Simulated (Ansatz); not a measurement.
Cost and result for the atomization energy of `[SiH]Br` (3 atoms, 2 bonds).

Total charge 0; spin multiplicity 1. Correlated methods include outer-core shells of Br, which these sets cover unevenly. Scalar relativity is left out up to krypton. Geometry: relaxed with PBE0-D4/def2-TZVP. Program: Ansatz. All runs use 2 threads of a server CPU on a shared host. Times are those of one run each, without the atoms' runs, and a repeat can differ threefold. Electronic energies, without spin–orbit coupling; frozen cores. CCSD(T)/CBS adds CCSD(T) − MP2 in def2-TZVPP to the MP2 limit, and its time is that of the two runs behind it. T1 = 0.011; the RHF reference is unstable towards UHF. With those shells the extrapolation isn't a true limit. B3LYP takes the VWN-RPA correlation (the form of Gaussian; ORCA's B3LYP/G).

CCSD(T)/CBS is a level of theory with its own doubt, some kJ/mol a heavy atom from the limit and from the frozen cores, so smaller differences don't rank the functionals.

```
                            level  functions  wall time  atomization (kcal/mol)  difference from CCSD(T)/CBS  per bond
           LDA (SPW92)/def2-TZVPP        104     0.55 s                   189.3                         21.3      10.6
                 CCSD(T)/def2-SVP         55     0.65 s                   150.3                        -17.7      -8.9
               BLYP-D4/def2-TZVPP        104      0.8 s                   165.4                         -2.6      -1.3
  PBE-D4/def2-TZVPP (with forces)        104      1.1 s                   167.3                         -0.7      -0.4
              BHLYP-D4/def2-TZVPP        104      1.1 s                   160.5                         -7.5      -3.8
          CAM-B3LYP-D4/def2-TZVPP        104      1.4 s                   163.4                         -4.6      -2.3
B3LYP-D4/def2-TZVPP (with forces)        104      1.5 s                   165.2                         -2.8      -1.4
                B2PLYP/def2-TZVPP        104        2 s                   162.7                         -5.3      -2.7
              PBE-QIDH/def2-TZVPP        104      2.3 s                   162.5                         -5.5      -2.8
               CCSD(T)/def2-TZVPP        104      2.8 s                   160.5                         -7.5      -3.8
                B97M-V/def2-TZVPP        104      3.6 s                   168.3                          0.3       0.1
               CCSD(T)/def2-QZVPP        189       24 s                   164.6                         -3.4      -1.7
                CCSD(T)/CBS(def2)          –       26 s                   168.0                          0.0       0.0
```

In def2-TZVPP, CCSD(T) changes the Hartree–Fock value by +45.5 kcal/mol (the triples alone add +3.4 kcal/mol) and MP2 by +46.3 kcal/mol; breaking electron pairs costs correlation energy, which Hartree–Fock lacks. From PBE to PBE0 (25 % exact exchange), in def2-TZVPP and without D4, the atomization energy moves by −3.2 kcal/mol: exact exchange takes away binding that semilocal exchange gives to molecules. The D4 term adds +2.2 kcal/mol with B3LYP and +1.1 kcal/mol with PBE0; it sums over pairs of atoms, weighted by their polarisabilities, and B3LYP, whose exchange is more repulsive, gets the larger term.
